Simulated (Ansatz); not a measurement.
Species: iodine monochloride, ICl, charge 0, multiplicity 1. 
Geometry from a B3LYP-D3(BJ)/def2-TZVP (Ansatz, a quantum-chemistry and plane-wave program) optimisation:
```
Cl
I 1 2.3447
```
Charge 0, spin multiplicity 1.

Basis-set convergence of Hartree-Fock and CCSD correlation energies (hartree) with Ansatz. Cores are frozen in the correlated levels unless marked. Spin-orbit coupling is left out. Frozen are the shells of the preceding noble gas and the d and f shells that filled before the atom's block. In def2 rows, elements after Kr have scalar-relativistic effective core potentials.

```json
[
 {"basis": "def2-SVPD", "functions": "62", "E(HF)": "-756.00187", "E(corr, CCSD)": "-0.27104"},
 {"basis": "def2-TZVPPD", "functions": "110", "E(HF)": "-756.16643", "E(corr, CCSD)": "-0.35916"},
 {"basis": "def2-QZVPPD", "functions": "170", "E(HF)": "-756.18096", "E(corr, CCSD)": "-0.39470"}
]
```

Extrapolating the two largest sets (X = 3 and 4) as X^-3: E(corr) = (64·(-0.39470) - 27·(-0.35916))/37 = -0.4206 Eh, an estimate of the basis-set limit. The largest set recovers 93.8 % of it, the smallest 64.4 %.
